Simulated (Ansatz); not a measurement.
`N=C(F)C=O` + `CNBS` → `CNB(S)C=O` + `N=CF`  (formal exchange of groups at a C–C bond)

Isolated molecules relaxed with PBE0-D4/def2-TZVP in Ansatz; ΔE leaves out vibrations. CCSD(T)/CBS is the MP2 limit (def2-TZVPP, def2-QZVPP) plus CCSD(T) − MP2 in def2-TZVPP, frozen cores. This one scheme is used for every species. One conformer a species, not always the lowest.

`N=C(F)C=O`:

Cartesian coordinates in Å:
```
N 0.884 0.874 0.661
C -0.086 0.399 0.035
F -1.135 1.095 -0.392
C -0.145 -1.063 -0.298
O -1.051 -1.563 -0.895
H 0.795 1.877 0.820
H 0.737 -1.618 0.068
```

`CNBS`:

```xyz
10

C     0.812    1.041    0.836
N    -0.060   -0.075    0.556
B    -0.415   -0.533   -0.707
S    -1.531   -1.960   -0.874
H     0.297    1.824    1.401
H     1.693    0.731    1.407
H     1.153    1.471   -0.106
H    -0.420   -0.533    1.379
H     0.014    0.012   -1.679
H    -1.543   -1.979   -2.213
```

`CNB(S)C=O`:

Cartesian coordinates in Å:
```
C -0.080 -1.282 -1.486
N 0.078 -0.022 -0.800
B -0.016 0.227 0.563
S -0.370 -1.026 1.808
C 0.208 1.735 1.047
O 0.153 2.098 2.197
H -0.351 -2.057 -0.769
H 0.847 -1.586 -1.981
H -0.870 -1.226 -2.240
H 0.286 0.758 -1.406
H -0.316 -0.121 2.805
H 0.430 2.500 0.259
```

`N=CF`:

Cartesian coordinates in Å:
```
N -0.162 0.924 0.179
C -0.115 -0.299 -0.032
F -1.227 -1.025 0.018
H 0.764 1.334 0.104
H 0.740 -0.935 -0.269
```

```
    species  CCSD(T)/CBS(def2) energy (Eh)
`N=C(F)C=O`                     -306.93091
     `CNBS`                     -518.99817
`CNB(S)C=O`                     -632.21320
     `N=CF`                     -193.72220
```

**Question.** Work out ΔE.

**Answer.** ΔE = (-632.21320) + (-193.72220) − (-306.93091) − (-518.99817) = -0.00632 Eh = -0.17 eV.

Largest T1 diagnostic among the species: 0.015.

In def2-TZVPP, CCSD(T) changes the Hartree–Fock value by −0.13 eV (the triples alone add −0.02 eV) and MP2 by −0.15 eV. The D4 term adds −0.06 eV with B3LYP and −0.03 eV with PBE0; it sums over pairs of atoms, weighted by their polarisabilities, and B3LYP, whose exchange is more repulsive, gets the larger term.

B3LYP here is the variant with VWN-RPA as its local correlation; programs differ in this.
